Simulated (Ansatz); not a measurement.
System: GaBr2, net charge 0, doublet state. It need not be the lowest isomer of its formula. 
Structure (B3LYP-D3(BJ)/def2-TZVP (Ansatz, a quantum-chemistry and plane-wave program) minimum search):
```
Ga
Br 1 2.3445
Br 1 2.3445 2 120.26
```
Charge 0, spin multiplicity 2.

Property: vertical electron affinity (to the singlet state of charge -1; a negative value means that the extra electron is unbound and the number depends on the basis; each state is the SCF solution reached for its spin; for the singlet the Hartree-Fock reference is unstable and T1 is 0.012), in eV. Cores are frozen in the correlated levels unless marked. Open shells are spin-unrestricted. No spin-orbit coupling. Frozen are the shells of the preceding noble gas and the d and f shells that filled before the atom's block. No relativistic terms. Anions need diffuse functions: aug- sets have them; def2-D sets add few. CBS(X,Y): correlation extrapolated as X^-3; Hartree-Fock from the larger set. The bracket is a focal-point correction in the basis named.

```json
[
 {"level": "SVWN5/def2-TZVPD", "program": "Ansatz", "vertical electron affinity (eV)": "2.74"},
 {"level": "wB97X/def2-TZVPD", "program": "Ansatz", "vertical electron affinity (eV)": "(withheld)"},
 {"level": "SCS-MP2/aug-cc-pVTZ", "program": "Ansatz", "vertical electron affinity (eV)": "2.33"},
 {"level": "CCSD/aug-cc-pVDZ", "program": "Ansatz", "vertical electron affinity (eV)": "2.30"},
 {"level": "RI-MP2/CBS(aug-cc-pVTZ,aug-cc-pVQZ)+[CCSD(T)-MP2]/aug-cc-pVTZ", "program": "Ansatz", "vertical electron affinity (eV)": "2.49"}
]
```

### Question
What belongs in the gaps?

### Answer

- wB97X/def2-TZVPD, vertical electron affinity (eV): 2.65
